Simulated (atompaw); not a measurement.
**Plane-wave convergence, PAW (atompaw) potential for nickel (Ni)**

* Element: nickel
* Generator: atompaw 4.2.0.5
* Type: PAW
* Functional: PBEsol
* Relativity: scalar-relativistic
* Frozen core: [Ne]
* Valence charge: 18
* Reference configuration: 3s2 3p6 3d8 4s2 4p0
* Partial waves: 3s (bound): rc 1.20 bohr; 4s (bound): rc 1.45 bohr; 3p (bound): rc 1.25 bohr; 4p (bound, empty): rc 1.25 bohr; 3d (bound): rc 1.45 bohr; 3d channel at -0.05 Ry: rc 1.45 bohr
* Local potential: troulliermartins scheme with l = 3 at 0 Ry, radius 1.45 bohr
* Core correction: smooth core density matched at 0.75 bohr
* Augmentation charge: sinc compensation charge, radius 1.40 bohr; PAW radius 1.45 bohr; waves and projectors: custom polynom2 7 10 vanderbiltortho

The pseudo-atom Hamiltonian at the reference potential is diagonalised in spherical Bessel functions j_l(qr) that vanish at 20 bohr, with q² up to the cutoff. All-electron valence levels (Ry): 3s -8.1420, 4s -0.4162, 3p -5.2371, 4p -0.0876, 3d -0.6542.

Q: How do the lowest levels (Ry) of each channel move with the cutoff, and are there ghosts?

A:

```
cutoff (Ry)     s #1     s #2     p #1     p #2    p #3     d #1    f #1    f #2  Σ f·Δε (mRy)
          8  -6.7051  -0.3396  -2.2342  -0.0205  0.0693   0.0634  0.1132  0.2411       26779.6
         18  -8.1071  -0.4151  -5.0542  -0.0823  0.0503  -0.5460  0.1132  0.2411        2028.8
         35  -8.1391  -0.4162  -5.2226  -0.0871  0.0494  -0.6444  0.1132  0.2411         165.4
         55  -8.1402  -0.4162  -5.2281  -0.0873  0.0494  -0.6479  0.1132  0.2411         102.4
         90  -8.1408  -0.4162  -5.2302  -0.0874  0.0494  -0.6493  0.1132  0.2411          77.1
        140  -8.1410  -0.4162  -5.2313  -0.0874  0.0494  -0.6501  0.1132  0.2411          64.4
        230  -8.1416  -0.4162  -5.2348  -0.0875  0.0493  -0.6527  0.1132  0.2411          20.7
        400  -8.1419  -0.4162  -5.2366  -0.0876  0.0493  -0.6539  0.1132  0.2411           0.0
```

Result: no extra level below or beside the all-electron valence levels (s, p, d, f tested); 10 mRy is reached at 300 Ry and 1 mRy at over 300 Ry.
